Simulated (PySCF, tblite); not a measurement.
Compound: C5H9FO.
Atom-mapped SMILES: `[CH3:1][CH2:2][C@H:3]([CH3:4])[C:5](=[O:6])[F:7]` (hydrogens: H8, H9, H10 on C1; H11, H12 on C2; H13 on C3; H14, H15, H16 on C4)

Cartesian coordinates in Å at the GFN2-xTB level; atoms count from 1:
```
atom  x, y, z in Å
C1     1.9995   -0.2532   -0.0772
C2     0.5711   -0.7366   -0.2987
C3    -0.4520    0.1210    0.4610
C4    -1.8765   -0.4135    0.2710
C5    -0.4031    1.5366   -0.0242
O6    -0.2099    2.5375    0.5696
F7    -0.6463    1.6073   -1.3681
H8     2.2493   -0.2625    0.9816
H9     2.7005   -0.8983   -0.6013
H10    2.1272    0.7616   -0.4482
H11    0.4747   -1.7683    0.0445
H12    0.3352   -0.7144   -1.3642
H13   -0.2011    0.1368    1.5262
H14   -2.5911    0.1986    0.8168
H15   -1.9389   -1.4335    0.6417
H16   -2.1460   -0.4101   -0.7828
```

Method: CAM-B3LYP/def2-SVPD in PySCF (dipole) on a GFN2-xTB geometry, gas phase.

Masses are those of the commonest isotopes; rigid-rotor values at the optimised geometry. The values belong to one conformer with, in the numbering `[CH3:1][CH2:2][C@H:3]([CH3:4])[C:5](=[O:6])[F:7]`, C1–C2–C3–C4 -178°, C2–C3–C5–O6 -123°.

(1) Give the principal moments of inertia and the rotational constants in GHz.

(2) Classify the top.

(3) Is it planar, by Δ = Ic − Ia − Ib?

(4) Give the other two planar moments, Paa and Pbb, and the rms extents of the mass along the axes.

(5) List the rotational levels J(Ka,Kc) to J = 3 (MHz).

(6) Which types of transition are allowed, and where do some lines up to J = 5 fall?

(7) Estimate the classical rotational partition function at 10 K, 50 K and 100 K.

Results:

(1) Ia = 167.78, Ib = 221.83, Ic = 288.65 u·Å²; 505379 MHz·u·Å²/I gives 3012, 2278 and 1751 MHz, that is A = 3.0121, B = 2.2783, C = 1.7509 GHz.

(2) An asymmetric top; Ray's κ = -0.164.

(3) Not planar: Δ = Ic − Ia − Ib = -100.96 u·Å². For a rigid frame Δ = −2 Σ m c², so Σ m c² = 50.48 u·Å² lies off the ab plane: 7.45 from hydrogen and 43.04 from heavier atoms. The atom farthest from that plane is 1.58 Å away.

(4) Paa = Σ m a² = (Ib + Ic − Ia)/2 = 171.34 and Pbb = Σ m b² = (Ia + Ic − Ib)/2 = 117.30 u·Å². With the mass M = 104.06 u, the rms extents √(P/M) along a, b and c are 1.28, 1.06, 0.70 Å.

(5) Above 0(0,0):
J = 1: 1(0,1) 4029, 1(1,1) 4763, 1(1,0) 5290
J = 2: 2(0,2) 11888, 2(1,2) 12294, 2(1,1) 13876, 2(2,1) 16077, 2(2,0) 16277
J = 3: 3(0,3) 23315, 3(1,3) 23482, 3(1,2) 26595, 3(2,2) 28165, 3(2,1) 29025, 3(3,1) 33260, 3(3,0) 33311

(6) The dipole components are |μa| = 2.59 D, |μb| = 2.09 D, |μc| = 0.12 D. Intensities carry the squares of the components, which stand as 1.00 : 0.65 : 0.00 (a : b : c). Some lines, for components of 0.1 D or more:

```csv
type,branch,"J(Ka,Kc)",MHz,lower level (cm⁻¹)
c,Q,"4(2,3) ← 4(1,3)",917,1.441
a,Q,"2(1,1) ← 2(1,2)",1582,0.410
c,Q,"2(2,1) ← 2(1,1)",2201,0.463
b,Q,"4(2,2) ← 4(1,3)",3001,1.441
b,Q,"3(1,2) ← 3(0,3)",3281,0.778
b,Q,"2(2,1) ← 2(1,2)",3784,0.410
a,Q,"4(1,3) ← 4(1,4)",4950,1.276
b,Q,"4(1,3) ← 4(0,4)",5007,1.274
b,Q,"5(4,1) ← 5(3,2)",5882,2.375
a,Q,"5(1,4) ← 5(1,5)",6838,1.887
b,R,"2(1,2) ← 1(0,1)",8265,0.134
a,R,"2(1,1) ← 1(1,0)",8586,0.176
b,R,"3(0,3) ← 2(1,2)",11021,0.410
b,R,"4(1,4) ← 3(0,3)",14939,0.778
b,R,"3(3,1) ← 2(2,0)",16984,0.543
a,R,"5(1,5) ← 4(1,4)",18308,1.276
a,R,"5(0,5) ← 4(0,4)",18348,1.274
a,R,"5(3,3) ← 4(3,2)",20466,1.657
a,R,"5(4,2) ← 4(4,1)",20583,1.882
b,R,"4(3,2) ← 3(2,1)",20642,0.968
a,R,"5(3,2) ← 4(3,1)",21212,1.668
a,R,"5(2,3) ← 4(2,2)",21426,1.541
c,R,"4(3,2) ← 3(2,2)",21502,0.939
b,R,"5(3,3) ← 4(2,2)",23928,1.541
c,R,"5(3,2) ← 4(2,2)",24999,1.541
c,R,"5(1,4) ← 4(0,4)",25203,1.274
b,R,"5(3,2) ← 4(2,3)",27083,1.472
```

(7) Point group C1, symmetry number σ = 1; q = (√π/σ)·√((kT/h)³/(ABC)), k/h = 20836.6 MHz/K: 1540 at 10 K, 17200 at 50 K, 48600 at 100 K.

Its GFN2-xTB frequencies are all real (lowest 44 cm⁻¹). These are rigid-rotor constants of the computed structure; measured ground-state constants (B0) also hold zero-point vibration. A rigid rotor knows nothing of internal rotation, which can split or shift real lines.
